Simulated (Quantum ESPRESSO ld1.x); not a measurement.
Question: The mean radii <r> (bohr) of the occupied orbitals of an atom or ion are listed with their occupations. All-electron calculation, scalar-relativistic Kohn-Sham, LDA (Slater exchange, Perdew-Zunger correlation), spin-polarised, spherical densities, point nucleus. Program: ld1.x of Quantum ESPRESSO 7.5.

| orbital | occ. | <r> |
|---|---|---|
| 1s | 2 | 0.02906 |
| 2s | 2 | 0.1235 |
| 2p | 6 | 0.1074 |
| 3s | 2 | 0.2977 |

Name the element and its charge. Open shells, if any, are filled with parallel spins first.

Answer: Z = 50, tin, charge +38: Sn38+ in [Ne] 3s2. The 1s radius gives Z: for a bare nucleus <r> = (2 gamma + 1)/(2Z) with gamma = sqrt(1 - (Z/c)^2), 0.02862 bohr for Z = 50, and screening makes it slightly larger (0.02906 here). The occupations add up to 12, and the charge is Z minus that.
